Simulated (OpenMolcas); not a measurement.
# Os4+: moving or changing the point charges

Os4+ among 6 point charges of -1.7 e arranged as an octahedron (Oh), 2.03 Å from the ion.
```
   2.0300    0.0000    0.0000  -1.70
   0.0000    2.0300    0.0000  -1.70
  -2.0300    0.0000    0.0000  -1.70
   0.0000   -2.0300    0.0000  -1.70
   0.0000    0.0000    2.0300  -1.70
   0.0000    0.0000   -2.0300  -1.70
```

```yaml
Program: OpenMolcas
Method: "SS-CASPT2, IPEA 0.25 Eh, imaginary shift 0.1 Eh (closed shells correlated: 5s 5p)"
Basis: ANO-RCC-VDZP [7s6p4d2f1g]
Scalar_Hamiltonian: DKH2, point nucleus
Active_space: 4 electrons in 5 orbitals (5d)
State_averaging: 2S+1 = 5 even, 5 roots; 2S+1 = 3 even, 45 roots; 2S+1 = 1 even, 50 roots
Spin-orbit_coupling: state interaction with AMFI integrals over the reference wave functions
```

Runs around this geometry, states (labels of O, the rotations of Oh). Energies in cm-1 above the lowest state or level, χT in cm3 K/mol; 10Dq and B are least-squares fits to the states below 45000 cm-1, weighted by degeneracy, with a free offset, and given where the rms deviation is under 5 % of |10Dq| (or 100 cm-1) and under 700 cm-1.

```
R (Å)  q (e)  Ground state  First state of that spin  10Dq  B (rms of fit)  First gap with spin-orbit (degeneracies)  χT at 300 K  First state of another spin
 2.03  -0.85            5E                  5T2 4640                                                     4790 (1, 3)        0.058                    3T1 14420
 2.03   -1.7            5E                  5T2 9330  9573       704 (387)                               4830 (1, 3)        0.078                     3T1 9990
 2.16   -1.7            5E                  5T2 6930                                                     4790 (1, 3)        0.067                    3T1 12270
```

Taking the first state of the same spin as R^-n, n = -ln(6930 / 9330) / ln(2.16 / 2.03) = 4.8 between the shortest and longest distance.

Scaling the charges by -0.85 / -1.7 = 0.50 scales the first state of the same spin by 4640 / 9330 = 0.50; with fixed orbitals a first-order splitting would follow the charge.

Roots that are degenerate in the reference are averaged as groups; the widest CASPT2 spread within a group is 250 cm-1 (the 3-fold group of multiplicity 3 near 49600 cm-1 above the lowest state of its run, R = 2.16, q = -1.7). Shifts and gaps below about the spread of the groups concerned are not significant. This shell can be high or low spin here, a state of another spin lies low, and with metal d orbitals alone active their balance is uncertain, so the ground spin may be wrong. Point charges give a weaker field than real ligands, and real ions of this kind are as a rule low spin; the high spin found here belongs to the model. Free-ion shares, where given, are those of the reference states; single-state CASPT2 does not remix them. Spin-orbit coupling mixes the spin-free states strongly: the lowest level takes only 36 % from its leading state, 5E (figures for R = 2.03, q = -0.85; the like holds for R = 2.03, q = -1.7, R = 2.16, q = -1.7). This field is weak: 10Dq is about 4597 cm-1, while octahedral complexes of 5d ions of charge 3 and more, computed by the same method with explicit ligands, had a median near 35000 cm-1. Ground spin and moment need not be those of a real site (figures for R = 2.03, q = -0.85; the like holds for R = 2.03, q = -1.7, R = 2.16, q = -1.7). The ground term spreads over less than 5000 cm-1, several times less than with real ligands, so orbital moments are less quenched and χT lies further from the spin-only value than at real sites (holds for R = 2.03, q = -0.85). Point charges carry no covalency, so the field is a model and not that of real ligands. No measured value stands beside these numbers.
